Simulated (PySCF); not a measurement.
H$_{2}$O$_{4}$W, triplet (typed; the unrestricted solution is spin-contaminated), at a GFN2-xTB geometry (such geometries of metal compounds can be far from the true shape) (the multiplicity is a formal guess) (core potentials on W), with bond 7-6 at 2.2 times its length; HF/def2-SVP in PySCF.

PySCF was given this input:
```python
from pyscf import gto, scf

mol = gto.Mole()
mol.atom = '''
    W     0.042402   -0.000348    0.006547
    O     1.470556   -0.304030   -0.941925
    O     1.122655    0.282749    1.342345
    O    -1.119381   -0.731816   -1.237367
    H    -1.490006   -1.162292   -2.015886
    O    -1.428574    0.752725    0.843935
    H    -2.707267    1.716958    2.233330
'''
mol.basis = 'def2-svp'
mol.ecp = {'W': 'def2-svp'}
mol.charge = 0
mol.spin = 2
mol.verbose = 4
mol.build()

mf = scf.UHF(mol)
mf.kernel()
mo_i, mo_e, stable_i, stable_e = mf.stability(internal=True, external=True, return_status=True, nroots=6, tol=1e-6)
print('internally stable:', stable_i, ' externally stable:', stable_e)
if not stable_i:
    umf = mf.copy()
    umf.scf_summary = {}
    umf.kernel(umf.make_rdm1(mo_i, mf.mo_occ))
```

The log (banner, timings and long lists left out):

```
PySCF version 2.14.0

[INPUT] verbose = 4
[INPUT] num. atoms = 7
[INPUT] num. electrons = 48
[INPUT] charge = 0
[INPUT] spin (= nelec alpha-beta = 2S) = 2
[INPUT] symmetry False subgroup None
[INPUT] Mole.unit = angstrom
[INPUT] Symbol           X                Y                Z      unit          X                Y                Z       unit  Magmom
[...]
nuclear repulsion = 221.257301099481
number of shells = 42
number of NR pGTOs = 167
number of NR cGTOs = 98
basis = def2-svp
ecp = {'W': 'def2-svp'}

******** <class 'pyscf.scf.uhf.UHF'> ********
method = UHF
initial guess = minao
damping factor = 0
level_shift factor = 0
DIIS = <class 'pyscf.scf.diis.CDIIS'>
diis_start_cycle = 1
diis_space = 8
diis_damp = 0
SCF conv_tol = 1e-09
SCF conv_tol_grad = None
SCF max_cycles = 50
direct_scf = True
direct_scf_tol = 1e-13
number electrons alpha = 25  beta = 23
Set gradient conv threshold to 3.16228e-05
init E= -353.051667290008

cycle= 1 E= -366.074435726494  delta_E=  -13  |g|= 0.901  |ddm|= 5.38
cycle= 2 E= -366.093193986225  delta_E= -0.0188  |g|= 0.898  |ddm|= 1.41
cycle= 3 E= -366.42538866435  delta_E= -0.332  |g|= 0.178  |ddm|= 0.732
cycle= 4 E= -366.453768382161  delta_E= -0.0284  |g|= 0.123  |ddm|= 0.237
cycle= 5 E= -366.472025294852  delta_E= -0.0183  |g|= 0.0774  |ddm|= 0.141
cycle= 6 E= -366.489613643835  delta_E= -0.0176  |g|= 0.0725  |ddm|= 0.148
cycle= 7 E= -366.502510819547  delta_E= -0.0129  |g|= 0.0804  |ddm|= 0.0962
cycle= 8 E= -366.486872658268  delta_E= 0.0156  |g|= 0.0618  |ddm|= 0.138
cycle= 9 E= -366.481718872115  delta_E= 0.00515  |g|= 0.033  |ddm|= 0.223
cycle= 10 E= -366.485328718519  delta_E= -0.00361  |g|= 0.0278  |ddm|= 0.128
cycle= 11 E= -366.485581464879  delta_E= -0.000253  |g|= 0.017  |ddm|= 0.0595
cycle= 12 E= -366.486567096612  delta_E= -0.000986  |g|= 0.0127  |ddm|= 0.0472
cycle= 13 E= -366.487450894925  delta_E= -0.000884  |g|= 0.0121  |ddm|= 0.048
cycle= 14 E= -366.48823702752  delta_E= -0.000786  |g|= 0.00919  |ddm|= 0.0509
cycle= 15 E= -366.489054116751  delta_E= -0.000817  |g|= 0.00672  |ddm|= 0.0707
cycle= 16 E= -366.489402572629  delta_E= -0.000348  |g|= 0.00528  |ddm|= 0.0411
cycle= 17 E= -366.489565525594  delta_E= -0.000163  |g|= 0.00485  |ddm|= 0.0236
cycle= 18 E= -366.489631476857  delta_E= -6.6e-05  |g|= 0.00479  |ddm|= 0.0088
cycle= 19 E= -366.489679840657  delta_E= -4.84e-05  |g|= 0.00487  |ddm|= 0.0063
cycle= 20 E= -366.48961002841  delta_E= 6.98e-05  |g|= 0.00472  |ddm|= 0.00936
cycle= 21 E= -366.489550614011  delta_E= 5.94e-05  |g|= 0.0045  |ddm|= 0.0115
cycle= 22 E= -366.489557392149  delta_E= -6.78e-06  |g|= 0.00419  |ddm|= 0.00544
cycle= 23 E= -366.489647185156  delta_E= -8.98e-05  |g|= 0.00414  |ddm|= 0.0145
cycle= 24 E= -366.489700501922  delta_E= -5.33e-05  |g|= 0.00414  |ddm|= 0.00798
cycle= 25 E= -366.489699420677  delta_E= 1.08e-06  |g|= 0.00414  |ddm|= 0.000896
cycle= 26 E= -366.489689655682  delta_E= 9.76e-06  |g|= 0.00413  |ddm|= 0.00241
cycle= 27 E= -366.489702169545  delta_E= -1.25e-05  |g|= 0.00413  |ddm|= 0.00202
cycle= 28 E= -366.489691728197  delta_E= 1.04e-05  |g|= 0.00409  |ddm|= 0.00271
cycle= 29 E= -366.489549822723  delta_E= 0.000142  |g|= 0.00403  |ddm|= 0.0244
cycle= 30 E= -366.489414150159  delta_E= 0.000136  |g|= 0.00383  |ddm|= 0.0286
cycle= 31 E= -366.489033134552  delta_E= 0.000381  |g|= 0.00464  |ddm|= 0.078
cycle= 32 E= -366.48896979046  delta_E= 6.33e-05  |g|= 0.00346  |ddm|= 0.016
cycle= 33 E= -366.488513877005  delta_E= 0.000456  |g|= 0.01  |ddm|= 0.108
cycle= 34 E= -366.488671598109  delta_E= -0.000158  |g|= 0.00736  |ddm|= 0.0383
cycle= 35 E= -366.488711500557  delta_E= -3.99e-05  |g|= 0.00654  |ddm|= 0.0103
cycle= 36 E= -366.488712017671  delta_E= -5.17e-07  |g|= 0.00646  |ddm|= 0.00443
cycle= 37 E= -366.488684252002  delta_E= 2.78e-05  |g|= 0.0071  |ddm|= 0.00578
cycle= 38 E= -366.488657829817  delta_E= 2.64e-05  |g|= 0.00798  |ddm|= 0.00682
cycle= 39 E= -366.488826966827  delta_E= -0.000169  |g|= 0.00279  |ddm|= 0.0422
[...]
SCF not converged.
[...]
<class 'pyscf.scf.uhf.UHF'> wavefunction has an internal instability
uhf_real2complex: lowest eigs of H = [0.02061694 0.03561439 0.03965475 0.04455308 0.06000983 0.07158058]
<class 'pyscf.scf.uhf.UHF'> wavefunction is stable in the real -> complex stability analysis
uhf_external: lowest eigs of H = [-0.25000497 -0.01272683 -0.00741402  0.0006585   0.00460248  0.01976563]
<class 'pyscf.scf.uhf.UHF'> wavefunction has an UHF/UKS -> GHF/GKS instability
internally stable: False  externally stable: False

******** <class 'pyscf.scf.uhf.UHF'> ********
method = UHF
initial guess = minao
damping factor = 0
level_shift factor = 0
DIIS = <class 'pyscf.scf.diis.CDIIS'>
diis_start_cycle = 1
diis_space = 8
diis_damp = 0
SCF conv_tol = 1e-09
SCF conv_tol_grad = None
SCF max_cycles = 50
direct_scf = True
direct_scf_tol = 1e-13
number electrons alpha = 25  beta = 23
Set gradient conv threshold to 3.16228e-05
init E= -366.558745082715
cycle= 1 E= -366.58609874022  delta_E= -0.0274  |g|= 0.0607  |ddm|= 0.206
cycle= 2 E= -366.58916040021  delta_E= -0.00306  |g|= 0.0402  |ddm|= 0.0829
cycle= 3 E= -366.590133907524  delta_E= -0.000974  |g|= 0.0164  |ddm|= 0.0363
cycle= 4 E= -366.590760188591  delta_E= -0.000626  |g|= 0.0129  |ddm|= 0.0291
cycle= 5 E= -366.59114572822  delta_E= -0.000386  |g|= 0.0119  |ddm|= 0.0191
cycle= 6 E= -366.591918886746  delta_E= -0.000773  |g|= 0.0111  |ddm|= 0.0396
cycle= 7 E= -366.593132660776  delta_E= -0.00121  |g|= 0.00994  |ddm|= 0.0677
cycle= 8 E= -366.5950635238  delta_E= -0.00193  |g|= 0.00893  |ddm|= 0.134
cycle= 9 E= -366.595165004202  delta_E= -0.000101  |g|= 0.00756  |ddm|= 0.0079
cycle= 10 E= -366.596296562361  delta_E= -0.00113  |g|= 0.00808  |ddm|= 0.124
cycle= 11 E= -366.596563338297  delta_E= -0.000267  |g|= 0.00472  |ddm|= 0.0342
cycle= 12 E= -366.596804896518  delta_E= -0.000242  |g|= 0.00438  |ddm|= 0.0505
cycle= 13 E= -366.596964638339  delta_E= -0.00016  |g|= 0.00329  |ddm|= 0.0324
cycle= 14 E= -366.597053580457  delta_E= -8.89e-05  |g|= 0.00448  |ddm|= 0.0196
cycle= 15 E= -366.597097609704  delta_E= -4.4e-05  |g|= 0.00336  |ddm|= 0.0116
cycle= 16 E= -366.597224052307  delta_E= -0.000126  |g|= 0.00251  |ddm|= 0.0291
cycle= 17 E= -366.59740416434  delta_E= -0.00018  |g|= 0.00249  |ddm|= 0.0487
cycle= 18 E= -366.597467395  delta_E= -6.32e-05  |g|= 0.00164  |ddm|= 0.0248
cycle= 19 E= -366.597512479303  delta_E= -4.51e-05  |g|= 0.00126  |ddm|= 0.0221
cycle= 20 E= -366.597549642914  delta_E= -3.72e-05  |g|= 0.00101  |ddm|= 0.0302
cycle= 21 E= -366.597556640431  delta_E= -7e-06  |g|= 0.000646  |ddm|= 0.00869
cycle= 22 E= -366.597561540745  delta_E= -4.9e-06  |g|= 0.000548  |ddm|= 0.0127
cycle= 23 E= -366.597563176131  delta_E= -1.64e-06  |g|= 0.000517  |ddm|= 0.00335
cycle= 24 E= -366.597563494034  delta_E= -3.18e-07  |g|= 0.000375  |ddm|= 0.00336
cycle= 25 E= -366.597564302629  delta_E= -8.09e-07  |g|= 0.000237  |ddm|= 0.00277
cycle= 26 E= -366.597564712925  delta_E= -4.1e-07  |g|= 0.00018  |ddm|= 0.00156
cycle= 27 E= -366.597564989165  delta_E= -2.76e-07  |g|= 0.000118  |ddm|= 0.00135
cycle= 28 E= -366.597565101694  delta_E= -1.13e-07  |g|= 8.43e-05  |ddm|= 0.000802
cycle= 29 E= -366.597565181844  delta_E= -8.01e-08  |g|= 5.89e-05  |ddm|= 0.000893
cycle= 30 E= -366.597565203061  delta_E= -2.12e-08  |g|= 4.78e-05  |ddm|= 0.000343
cycle= 31 E= -366.597565217246  delta_E= -1.42e-08  |g|= 3.86e-05  |ddm|= 0.000306
cycle= 32 E= -366.597565235023  delta_E= -1.78e-08  |g|= 2.47e-05  |ddm|= 0.000501
cycle= 33 E= -366.597565240033  delta_E= -5.01e-09  |g|= 1.91e-05  |ddm|= 0.000234
cycle= 34 E= -366.597565241951  delta_E= -1.92e-09  |g|= 1.51e-05  |ddm|= 0.00018
cycle= 35 E= -366.597565243188  delta_E= -1.24e-09  |g|= 1.2e-05  |ddm|= 9.63e-05
cycle= 36 E= -366.597565243963  delta_E= -7.75e-10  |g|= 1.05e-05  |ddm|= 5.14e-05
Extra cycle  E= -366.597565244235  delta_E= -2.72e-10  |g|= 9.55e-06  |ddm|= 1.56e-05
converged SCF energy = -366.597565244235  <S^2> = 3.2569913  2S+1 = 3.7453925
```

The run did not converge; its last values are not results.
